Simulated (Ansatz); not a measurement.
System: sum formula H₂SiO₃Cl (charge 0, doublet). It need not be the lowest isomer of its formula. 
Coordinates optimised at B3LYP-D3(BJ)/def2-TZVP (Ansatz, a quantum-chemistry and plane-wave program):
SMILES: O[Si]([O])(O)Cl
```xyz
7

Si    -0.0962    -0.1320    -0.3605
Cl     0.4061     0.5507     1.5171
O     -0.6465     1.3154    -0.9294
O      1.1583    -0.7615    -1.1671
O     -1.1888    -1.3263    -0.3339
H      1.9090    -0.1913    -1.3530
H     -2.0495    -1.1438     0.0523
```
Charge 0, spin multiplicity 2.

Property: atomisation energy (electronic, to ground-state atoms), in kJ/mol. Valence correlation only, unless marked. Open shells are spin-unrestricted. No spin-orbit coupling. No relativistic terms. The coupled-cluster limit lacks core correlation, which all-electron functionals hold. Basis-set limits of correlation are two-point, X^-3; Hartree-Fock from the larger set (for Q and 5 zeta extrapolated as (X+1)exp(-9√X)).

| level | program | atomisation energy (kJ/mol) | minus last row |
|---|---|---|---|
| revPBE/def2-TZVPD | Ansatz | 2603.8 | -107.4 |
| B97M-V/def2-TZVPD | Ansatz | 2704.6 | -6.6 |
| PBE0/STO-3G | Ansatz | 2467.0 | -244.2 |
| PBE0-D3(BJ)/def2-TZVPD | Ansatz + dftd3 | 2655.5 | -55.7 |
| HSE06-D4/def2-TZVPD | Ansatz + dftd4 | 2659.7 | -51.5 |
| HSE06/def2-TZVPD | Ansatz | 2646.1 | -65.1 |
| CCSD(T)/STO-3G | Ansatz | 1934.6 | -776.6 |
| CCSD(T)/cc-pV(Q+d)Z | Ansatz | 2667.4 | -43.8 |
| CCSD(T) with core electrons (1s frozen past Ne)/cc-pwCVTZ | Ansatz | 2612.9 | -98.3 |
| CCSD(T)/CBS(cc-pV(Q+d)Z,cc-pV(5+d)Z) | Ansatz | 2711.2 | 0.0 |
